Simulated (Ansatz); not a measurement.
Two isomers of CH7FOSi2: A = `FC[SiH2]O[SiH3]`, B = `C[SiH2][SiH](O)F`.

Program: Ansatz. Geometries: PBE0-D4/def2-TZVP. ΔE: electronic, gas phase. CCSD(T)/CBS is the MP2 limit (def2-TZVPP, def2-QZVPP) plus CCSD(T) − MP2 in def2-TZVPP, frozen cores. Functionals use def2-TZVPP. B3LYP here is the variant with VWN-RPA as its local correlation; programs differ in this. One conformer a species, not always the lowest.

Task: Which is lower in electronic energy at CCSD(T)/CBS, and by how much? (Best estimate.)

Result: The calculation gave: B, by 36.4 kcal/mol.

Task: Give E(B) − E(A) in kcal/mol with PBE-D4, B3LYP, PBE0-D4, B3LYP-D4, MP2/def2-TZVPP, ωB97M-V, CCSD/def2-TZVPP. (Estimate.)

Result: The calculation gave: PBE-D4 -38.6, B3LYP -34.0, PBE0-D4 -38.0, B3LYP-D4 -34.0, MP2/def2-TZVPP -36.6, ωB97M-V -34.4, CCSD/def2-TZVPP -34.7. None reverses the order clearly.

Largest T1 diagnostic: 0.012.

In def2-TZVPP, CCSD(T) changes the Hartree–Fock value by −6.5 kcal/mol (the triples alone add −0.7 kcal/mol) and MP2 by −7.7 kcal/mol.
